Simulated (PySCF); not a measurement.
This PySCF input asks for the NMR shieldings of `InChI=1S/C8H13B/c1-9(2)8-6-4-3-5-7-8/h3-4,6H,5,7H2,1-2H3`; the geometry comes from GFN2-xTB.

```python
import basis_set_exchange as bse
import numpy as np
from pyscf import gto, dft
from pyscf.prop import nmr

atoms = """
C    -2.540018   -0.975216   -0.562213
B    -1.520810    0.180860   -0.204938
C    -2.063721    1.663073   -0.110666
C    -0.023154   -0.125512    0.064288
C     0.426411   -1.376184    0.304338
C     1.799841   -1.655952    0.651477
C     2.749070   -0.743987    0.434987
C     2.395855    0.565422   -0.198883
C     0.986288    0.996570    0.203740
H    -2.099378   -1.801393   -1.114605
H    -3.400068   -0.619660   -1.125680
H    -2.933017   -1.394417    0.365133
H    -1.540050    2.277355    0.618541
H    -3.127661    1.708399    0.111401
H    -1.931929    2.150803   -1.077857
H    -0.251711   -2.216346    0.269447
H     2.033969   -2.624689    1.069507
H     3.788989   -0.941464    0.651293
H     2.447546    0.447424   -1.288832
H     3.118162    1.335206    0.079661
H     0.684074    1.855959   -0.395115
H     0.990899    1.313133    1.254125
"""
names = dict.fromkeys(["C", "B", "H"], "pcSseg-1")
basis = {el: gto.basis.parse(bse.get_basis(n, elements=[el], fmt="nwchem")) for el, n in names.items()}
mol = gto.M(atom=atoms, basis=basis, charge=0, verbose=0)
mf = dft.RKS(mol, xc="PBE0")
mf.grids.level = 2
mf.grids.alignment = dft.numint.BLKSIZE   # the property module wants whole blocks of grid points
mf.conv_tol = 1e-9
mf.kernel()

calc = nmr.RKS(mf)   # GIAO
C = mf.mo_coeff
Co = C[:, mf.mo_occ > 0]
resp = mf.gen_response(singlet=True, hermi=2)
def vind(x):   # induced exchange potential for any number of trial vectors
    d = np.einsum("pi,xij,qj->xpq", C, 2 * x.reshape(-1, C.shape[1], Co.shape[1]), Co, optimize=True)
    return np.einsum("xpq,pi,qj->xij", resp(d - d.transpose(0, 2, 1)), C, Co, optimize=True).ravel()
mo1, _ = nmr.rhf.solve_mo1(calc, with_cphf=vind)
sigma = calc.kernel(mo1)
for i, s in enumerate(sigma):   # ppm
    print("%2d %-2s %9.2f" % (i, mol.atom_pure_symbol(i), np.trace(s) / 3))
```

Question: What are the results?

Answer: 
```
 0 C     176.18
 1 B      25.18
 2 C     174.50
 3 C      37.55
 4 C      39.42
 5 C      53.92
 6 C      43.07
 7 C     159.78
 8 C     158.74
 9 H      30.59
10 H      30.77
11 H      31.01
12 H      30.74
13 H      30.72
14 H      31.08
15 H      24.57
16 H      25.21
17 H      25.18
18 H      29.48
19 H      29.45
20 H      29.28
21 H      29.35
```

These numbers come from an equivalent density-fitted implementation of the same equations, which agrees with the script to about 0.01 ppm for H and up to a few tenths of a ppm for heavy atoms, so last digits may differ.

Size and cost of the density-fitted run: 218 basis functions, 45 s wall time on 1 thread of an Arm Neoverse V2, shared host; peak memory 1.1 GiB.
